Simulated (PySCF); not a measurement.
Compound: SiEt2Cl2, C4H10Cl2Si.
Cartesian coordinates in Å at the PBE0-D3(BJ)/def2-SVP level; atoms count from 1:
```xyz
17
C4H10Cl2Si angstrom
Si    -0.2745    0.0170   -0.2443
C     -0.5892    0.0109    1.5942
C     -2.0617    0.0098    1.9919
H     -0.0704    0.8952    2.0058
H     -0.0667   -0.8709    2.0060
H     -2.1836    0.0163    3.0855
H     -2.5805    0.8935    1.5901
H     -2.5771   -0.8802    1.6001
C      1.5234   -0.0317   -0.7381
C      1.7685   -0.0152   -2.2435
H      1.9534   -0.9388   -0.2770
H      2.0154    0.8263   -0.2463
H      2.8431   -0.0549   -2.4770
H      1.2856   -0.8752   -2.7317
H      1.3569    0.8973   -2.7007
Cl    -1.1418    1.7190   -1.0604
Cl    -1.2291   -1.6190   -1.0944
```

Computed at PBE0/pcSseg-1 (PySCF, non-relativistic), with Q(35Cl) = −0.0817 b: Cl16, 35Cl (I = 3/2): χzz = -41.07 MHz, η = 0.040.

Question: Find the zero-field quadrupole resonance frequencies of 35Cl at Cl16.

Answer: From ν = (|χ|/2)√(1 + η²/3): ν = 20.54 MHz (chlorine bonded to Si). For 37Cl the ratio of quadrupole moments, 0.7881, gives 16.19 MHz.

Question: Apply the simplest Townes–Dailey estimate (no s hybridisation, no π bonding), ionic character = 1 − χzz/χ0, where χ0 is the coupling for one missing p electron along the bond: −109.74 MHz for 35Cl.

Answer: Cl16 on Si1: 1 − (-41.07)/(-109.74) = 0.63. In this model a purely covalent bond gives χ0 and a free halide ion gives zero; s hybridisation or π bonding, where present, is counted here as ionic character.

In a crystal, neighbours and librations shift these lines. One conformer (not necessarily the lowest) at the PBE0-D3(BJ)/def2-SVP geometry, without solvent, vibrations or thermal averaging. A larger basis could move these couplings by a tenth or more.

The run behind these numbers computed NMR shieldings as well. On one thread of an Arm Neoverse N1, no GPU, on a shared host, this took 67 s wall (grids of density and orbitals included) and 1.1 GiB of memory at its peak.
